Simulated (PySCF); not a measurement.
PySCF job for F4H4O2Si, SMILES O->[Si](<-O)(F)(F)(F)F (connectivity only; charge and spin as stated), neutral, multiplicity 1, PBE/pcSseg-1. Coordinates come from a PBE0-D3(BJ)/def2-SVP optimisation. Other conformers were not sampled.

```python
import numpy as np
from pyscf import gto, scf, dft
from pyscf.prop.nmr import rks as nmr

mol = gto.M(
    atom='''
    Si    0.00000000    0.00000000   -0.23472224
    F    -0.05857836    1.62399546    0.08481024
    F     0.05857836   -1.62399546    0.08481022
    F    -1.26909976   -0.05058860   -1.26153879
    F     1.26909976    0.05058860   -1.26153879
    O    -1.35104688   -0.03445239    1.25421770
    H    -2.01322245   -0.68986276    0.99166032
    H    -1.77502442    0.83540281    1.20821079
    O     1.35104688    0.03445237    1.25421770
    H     2.01322246    0.68986275    0.99166032
    H     1.77502442   -0.83540281    1.20821078
    ''',
    basis='pcSseg-1',
    charge=0,
    spin=0,
    max_memory=1600,
    verbose=3,
)
mf = dft.RKS(mol, xc='pbe')
mf.grids.level = 3
mf.conv_tol = 1e-10
mf.max_cycle = 100
mf.kernel()
n = nmr.NMR(mf)
n.verbose = 2
n.max_cycle_cphf = 60
sigma = n.kernel()
print('atom   isotropic/ppm   span/ppm')
for i, s in enumerate(sigma):
    w = np.linalg.eigvalsh((s + s.T) / 2)
    print(f'{mol.atom_symbol(i):2s}{i + 1:3d} {w.mean():14.3f} {w[2] - w[0]:11.3f}')
```

Log of the run:

```
converged SCF energy = -841.248285332185
atom   isotropic/ppm   span/ppm
Si  1        487.124      29.770
F   2        305.113     144.734
F   3        305.113     144.734
F   4        315.338     128.078
F   5        315.338     128.078
O   6        250.430      87.107
H   7         28.267      16.846
H   8         28.110      17.355
O   9        250.430      87.107
H  10         28.267      16.846
H  11         28.110      17.355
```

Self-consistency was reached.

Cost: very roughly 40 core-seconds.
